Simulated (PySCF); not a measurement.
Input of a run (PBE0-D3(BJ)/def2-SVP geometry optimisation, gas phase (PySCF 2.14.0)), started from a GFN2-xTB structure with every atom displaced at random (by about 0.01 Å):
```
{"job": {"xc": "PBE0", "basis": "def2-SVP", "d3": "d3bj", "grid": 1, "shake": 0.01, "kind": "geom"}, "charge": 0, "multiplicity": 1}
C      3.592460    -0.751950    -1.278540
C      2.330590    -0.307880    -0.668870
C      1.271190     0.031370    -0.176330
Si    -0.208060     0.636560     0.679020
P     -0.059950     2.185980     2.249440
O     -0.946330    -0.655230     1.382130
Si    -2.200480    -1.542980     0.885570
O     -2.876620    -0.809010    -0.402140
Si    -2.514220     0.560750    -1.162770
O     -1.228420     1.236740    -0.458110
H      3.385950    -1.597270    -1.907780
H      3.983560     0.081850    -1.884640
H      4.268680    -0.980340    -0.523130
H      0.987540     1.569600     2.897650
H      0.773200     2.988390     1.506430
H     -1.694190    -2.801210     0.420320
H     -3.169130    -1.490610     1.971200
H     -3.618340     1.494300    -0.988210
H     -2.108170     0.158000    -2.520500
```

Output (energies in Eh, forces in Eh/bohr):
```
step   0  E = -1553.94556790  max force = 0.044577
step   1  E = -1553.96501869  max force = 0.008523
step   2  E = -1553.96564469  max force = 0.002333
step   3  E = -1553.96578400  max force = 0.000646
step   4  E = -1553.96581338  max force = 0.000531
step   5  E = -1553.96583851  max force = 0.000338
step   6  E = -1553.96584248  max force = 0.000273
optimisation converged
```

Summarise the run.

The energy falls by 0.552 eV over 7 energy and gradient evaluations, the largest force component goes from 0.0446 to 2.7e-04 Eh/bohr, and the atoms move by 0.134 Å rms after alignment. The bond that changes most is C1–H13 (propargylic carbon to methyl hydrogen), which lengthens by 0.062 Å. Bonds longer at the end by more than 0.005 Å: 15 of 19; shorter: 1. Among the angles that change most is H16–Si7–H17, from 120.6° to 111.3°. The energy never rose by more than 1e-6 Eh on the way. The first step brought 96 % of the lowering.

What are the final bond lengths?

C1–C2 1.450 Å, C2≡C3 1.220 Å, C3–Si4 1.818 Å, Si4–P5 2.241 Å, Si4–O6 1.663 Å, O6–Si7 1.663 Å, Si7–O8 1.663 Å, O8–Si9 1.662 Å, Si9–O10 1.663 Å, Si4–O10 1.663 Å, C1–H11 1.101 Å, C1–H12 1.101 Å, C1–H13 1.101 Å, P5–H14 1.429 Å, P5–H15 1.429 Å, Si7–H16 1.486 Å, Si7–H17 1.485 Å, Si9–H18 1.485 Å, Si9–H19 1.486 Å. Numbering counts from 1 in the input's order; the species is `C(#CC)[Si]1(O[SiH2]O[SiH2]O1)P`.

The run used 201 basis functions and 49 SCF cycles in all.

Whether it is a minimum is left open (no frequencies). One conformer, not necessarily the lowest.
